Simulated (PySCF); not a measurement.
## C (carbon, neutral) across methods

[He] 2s2 2p1 3s1, high-spin 3P determinant (an excited configuration). Computed with PySCF 2.14 in aug-cc-pVTZ-DK (5s4p3d2f, 46 functions), with scalar relativity by spin-free X2C-1e.

```tsv
method	E (hartree)	mean ε 2s β (eV)	mean ε 2p α (eV)	mean ε 3s α (eV)	Σ⟨r²⟩ (bohr²)	⟨S²⟩
PBE	-37.5225	-18.523	-11.860	-1.855	33.66	2.002
PBE0	-37.5305	-20.050	-13.670	-2.294	33.69	2.003
MN15	-37.5388	-20.825	-14.165	-2.078	33.30	2.001
LC-wPBE	-37.5367	-23.223	-16.752	-3.615	33.75	2.003
UHF	-37.42909	-23.358	-18.671	-3.247	33.82	2.007
LDA	-37.1881	-18.427	-11.735	-1.805	33.44	2.001
BLYP	-37.5736	-18.412	-11.812	-1.610	33.42	2.002
r2SCAN	-37.5482	-18.778	-12.552	-1.837	33.70	2.005
B97-3	-37.5674	-20.216	-13.722	-2.213	33.55	2.002
```

The outer electron is Rydberg-like, and this basis confines it to a smaller radius and binds it less than a complete one would.
